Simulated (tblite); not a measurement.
Compound: C7H11N2P.
Atom-mapped SMILES: `[CH3:1][c:2]1[n:3][n:4]([CH:5]2[CH2:6][CH2:7][CH2:8]2)[cH:9][p:10]1` (hydrogens: H11, H12, H13 on C1; H14 on C5; H15, H16 on C6; H17, H18 on C7; H19, H20 on C8; H21 on C9)

Computed with GFN2-xTB (tblite), gas phase: L-BFGS steps from a force-field or distance-geometry start until the largest atomic force falls under 0.01 eV/Å.

Step 45: E = -787.5488 eV
```
atom  x, y, z in Å  |  force x, y, z in eV/Å
C1      3.8939   -0.0691    0.0636    0.002  -0.005  -0.007
C2      2.4785   -0.5180   -0.0732    0.066   0.002  -0.028
N3      1.5172    0.3395    0.1478    0.017  -0.065   0.009
N4      0.3304   -0.2125   -0.0355    0.001  -0.005   0.001
C5     -0.8203    0.6167    0.1672    0.005   0.023  -0.042
C6     -1.8542    0.6949   -0.9689   -0.035  -0.010  -0.022
C7     -2.9733    0.5570    0.0759    0.014   0.005   0.037
C8     -1.9257    0.1107    1.1092    0.042  -0.012   0.018
C9      0.3410   -1.5051   -0.4049   -0.033   0.016   0.004
P10     1.9324   -2.1399   -0.5522    0.049   0.114   0.053
H11     4.2941    0.1934   -0.9184    0.018  -0.045   0.081
H12     3.9286    0.8157    0.6985    0.032  -0.071  -0.043
H13     4.5087   -0.8605    0.4921   -0.020   0.062  -0.048
H14    -0.4325    1.5942    0.4561    0.007   0.019   0.006
H15    -1.7808   -0.1644   -1.6316   -0.054  -0.004  -0.030
H16    -1.8441    1.6049   -1.5639   -0.009   0.000   0.005
H17    -3.4149    1.5178    0.3329   -0.001  -0.022  -0.013
H18    -3.7725   -0.1467   -0.1498    0.078  -0.010   0.002
H19    -1.9564    0.5864    2.0861   -0.066  -0.010   0.013
H20    -1.8772   -0.9681    1.2399   -0.069  -0.012   0.003
H21    -0.5816   -2.0303   -0.5713   -0.043   0.028   0.003
```

Step 46: E = -787.5509 eV
```
atom  x, y, z in Å  |  force x, y, z in eV/Å
C1      3.8963   -0.0771    0.0626    0.005  -0.005  -0.017
C2      2.4787   -0.5166   -0.0718    0.038   0.003  -0.042
N3      1.5205    0.3443    0.1497   -0.010  -0.057   0.029
N4      0.3314   -0.2042   -0.0322   -0.010  -0.007  -0.013
C5     -0.8213    0.6237    0.1703    0.029   0.034  -0.043
C6     -1.8541    0.7000   -0.9674   -0.008  -0.005  -0.011
C7     -2.9748    0.5430    0.0722    0.023  -0.013   0.030
C8     -1.9262    0.1150    1.1118    0.073   0.008   0.006
C9      0.3380   -1.4960   -0.4051   -0.034   0.011   0.007
P10     1.9278   -2.1346   -0.5554    0.027   0.088   0.054
H11     4.2978    0.1755   -0.9203    0.024  -0.013   0.043
H12     3.9392    0.8093    0.6939    0.036  -0.061  -0.032
H13     4.5060   -0.8722    0.4888   -0.007   0.041  -0.009
H14    -0.4362    1.6010    0.4603    0.025   0.042   0.009
H15    -1.7668   -0.1526   -1.6366   -0.069  -0.005  -0.043
H16    -1.8532    1.6156   -1.5530    0.000   0.004  -0.008
H17    -3.4405    1.4924    0.3269    0.007  -0.003  -0.014
H18    -3.7555   -0.1768   -0.1604    0.036  -0.042   0.003
H19    -1.9642    0.6057    2.0806   -0.067  -0.033   0.032
H20    -1.8643   -0.9612    1.2547   -0.088  -0.017   0.018
H21    -0.5875   -2.0174   -0.5702   -0.026   0.029   0.001
```

Step 47: E = -787.5525 eV
```
atom  x, y, z in Å  |  force x, y, z in eV/Å
C1      3.8975   -0.0852    0.0611    0.010  -0.008  -0.023
C2      2.4789   -0.5172   -0.0720   -0.012   0.014  -0.039
N3      1.5233    0.3462    0.1524   -0.027  -0.022   0.041
N4      0.3317   -0.1974   -0.0292   -0.012  -0.004  -0.021
C5     -0.8207    0.6320    0.1731    0.041   0.034  -0.027
C6     -1.8527    0.7065   -0.9657    0.006  -0.005  -0.020
C7     -2.9754    0.5268    0.0684    0.000  -0.015   0.016
C8     -1.9245    0.1215    1.1156    0.055   0.005   0.012
C9      0.3330   -1.4880   -0.4058   -0.018   0.005   0.010
P10     1.9220   -2.1299   -0.5590   -0.007   0.029   0.038
H11     4.3008    0.1586   -0.9214    0.035   0.018  -0.010
H12     3.9462    0.8021    0.6885    0.039  -0.030  -0.010
H13     4.5035   -0.8817    0.4864    0.010   0.004   0.031
H14    -0.4356    1.6087    0.4646    0.033   0.048   0.003
H15    -1.7512   -0.1379   -1.6452   -0.083   0.029  -0.023
H16    -1.8609    1.6300   -1.5399    0.001  -0.017  -0.007
H17    -3.4701    1.4645    0.3191    0.046  -0.049  -0.027
H18    -3.7354   -0.2134   -0.1722    0.043  -0.025   0.021
H19    -1.9730    0.6289    2.0763   -0.058  -0.067   0.015
H20    -1.8508   -0.9531    1.2744   -0.095   0.031   0.020
H21    -0.5956   -2.0049   -0.5699   -0.007   0.028   0.000
```

Step 48: E = -787.5535 eV
```
atom  x, y, z in Å  |  force x, y, z in eV/Å
C1      3.9009   -0.0904    0.0603    0.017  -0.008  -0.024
C2      2.4805   -0.5123   -0.0710   -0.049   0.026  -0.021
N3      1.5259    0.3520    0.1548   -0.039   0.039   0.047
N4      0.3333   -0.1892   -0.0273   -0.012   0.010  -0.023
C5     -0.8219    0.6368    0.1729    0.041   0.030   0.008
C6     -1.8552    0.7060   -0.9658    0.054   0.018   0.026
C7     -2.9749    0.5216    0.0685    0.055  -0.044  -0.020
C8     -1.9241    0.1205    1.1152    0.046   0.050  -0.030
C9      0.3317   -1.4791   -0.4042    0.002  -0.013   0.007
P10     1.9212   -2.1212   -0.5563   -0.041  -0.071   0.004
H11     4.3064    0.1453   -0.9212    0.044   0.051  -0.078
H12     3.9609    0.7958    0.6852    0.029   0.017   0.021
H13     4.5019   -0.8901    0.4825    0.030  -0.046   0.074
H14    -0.4437    1.6153    0.4672    0.044   0.048  -0.008
H15    -1.7509   -0.1374   -1.6432   -0.073  -0.012  -0.063
H16    -1.8690    1.6282   -1.5389    0.010   0.024  -0.036
H17    -3.4754    1.4522    0.3173   -0.003   0.063   0.006
H18    -3.7254   -0.2212   -0.1752   -0.063  -0.118   0.004
H19    -1.9816    0.6282    2.0732   -0.030  -0.047   0.073
H20    -1.8502   -0.9519    1.2728   -0.069  -0.034   0.037
H21    -0.5993   -1.9922   -0.5673    0.007   0.016  -0.004
```

**Question.** Estimate the geometry and energy of step 49. (The exact step hangs on the optimiser's Hessian estimate; all steps are aligned on step 48, rigid shifts and turns removed.)

**Answer.** E = -787.5550 eV, largest force 0.097 eV/Å
```
atom  x, y, z in Å  |  force x, y, z in eV/Å
C1      3.9007   -0.0946    0.0588    0.018  -0.010  -0.023
C2      2.4792   -0.5134   -0.0724   -0.049   0.024  -0.009
N3      1.5261    0.3517    0.1571   -0.022   0.047   0.034
N4      0.3325   -0.1862   -0.0262    0.000   0.013  -0.015
C5     -0.8201    0.6429    0.1747    0.021   0.015   0.016
C6     -1.8526    0.7100   -0.9650    0.030   0.010   0.007
C7     -2.9745    0.5117    0.0661    0.019  -0.028  -0.024
C8     -1.9213    0.1252    1.1177   -0.001   0.023  -0.011
C9      0.3277   -1.4756   -0.4046    0.011  -0.009   0.008
P10     1.9161   -2.1205   -0.5584   -0.046  -0.077  -0.002
H11     4.3074    0.1388   -0.9229    0.041   0.049  -0.073
H12     3.9620    0.7923    0.6825    0.030   0.021   0.021
H13     4.5004   -0.8944    0.4833    0.022  -0.044   0.068
H14    -0.4399    1.6210    0.4694    0.039   0.034  -0.016
H15    -1.7414   -0.1286   -1.6497   -0.073   0.028  -0.028
H16    -1.8717    1.6370   -1.5321    0.005  -0.003  -0.022
H17    -3.4914    1.4371    0.3120    0.037  -0.014  -0.013
H18    -3.7148   -0.2442   -0.1811   -0.002  -0.055   0.027
H19    -1.9863    0.6401    2.0728   -0.021  -0.063   0.035
H20    -1.8423   -0.9472    1.2854   -0.063   0.024   0.024
H21    -0.6046   -1.9861   -0.5678    0.005   0.013  -0.005
```

The energy changes by -0.0015 eV. The first-order estimate −F·Δx gives -0.0020 eV and the mean of the old and new forces, exact on a quadratic surface, -0.0015 eV. The step makes an angle of 83° with the force vector and moves no atom by more than 0.026 Å.
